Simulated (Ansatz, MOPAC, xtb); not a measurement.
Dimer: C2H4 (SMILES C=C) (first 6 atoms) with CH2O2 (SMILES O=CO); geometry from B3LYP-D3(BJ)/def2-TZVP, rigid monomers moved along the line of their centres of mass till C1···H11 is 3.23 Å.
(charge 0, multiplicity 1):
```xyz
11

C     -0.5815    -0.2437    -0.0160
C      0.6177     0.3200     0.0712
H     -0.8066    -1.1666     0.5048
H     -1.3733     0.1904    -0.6147
H      0.8555     1.2381    -0.4526
H      1.4055    -0.1268     0.6657
O      0.3135    -1.2372     4.2153
C     -0.1809    -0.2619     4.7099
O     -0.6343     0.8053     4.0437
H     -0.3267    -0.1183     5.7890
H     -0.4952     0.6570     3.0853
```

Monomers are frozen at their geometry in the pair; levels with a basis set take the counterpoise correction.

Cores are frozen in the correlated methods. The state that PM7 reach isn't checked; PM7 holds dispersion and hydrogen-bond terms.

The values were computed with Ansatz (a program for electronic structure) with Gaussian orbitals; MOPAC for PM7 (differences of heats of formation); xtb for the GFN methods. 

Problem. Give the interaction energy at the level GFN1-xTB.

Solution. -0.9 kcal/mol

Problem. What is the computed interaction energy (CCSD(T)/aug-cc-pVDZ)?

Solution. -2.0 kcal/mol

Problem. Estimate the interaction energy that PM7 returns for this input.

Solution. -1.3 kcal/mol
